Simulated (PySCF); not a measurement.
C₂H₃BF₂O₂, SMILES CC(=O)OB(F)F. Atoms are numbered in the order given.

```xyz
10

B      0.7202     0.2339     0.9612
F      0.3205    -0.7820     1.6986
F      1.5415     1.1251     1.4854
O      0.3847     0.3742    -0.3608
C     -0.7496    -0.1638    -0.9257
C     -0.5994    -0.2957    -2.4143
O     -1.7124    -0.4403    -0.2755
H     -1.5300    -0.6810    -2.8468
H      0.2368    -0.9752    -2.6390
H     -0.3507     0.6850    -2.8463
```

The structure is a stationary point at ωB97X-D3(BJ)/def2-SVP. The values are those of a single conformer.

Calculation: HF/def2-TZVP in PySCF.

Gas-phase values at a fixed geometry.

Computed frontier levels, gap, dipole moment and polarisability:
```
Item                                                                                                           Result
---------------------------------------------------------------------------------------------  ----------------------
highest occupied level                                                                                      -12.98 eV
lowest empty level                                                                                            2.93 eV
orbital gap                                                                                                  15.92 eV
dipole moment                                                                                                  3.24 D
quadrupole, principal values (traceless, Buckingham form, about the centre of nuclear charge)   -9.99, 2.62, 7.37 D·Å
mean static polarisability                                                                       38.1 bohr³ (5.65 Å³)
polarisability, principal values                                                               30.5, 40.6, 43.3 bohr³
```
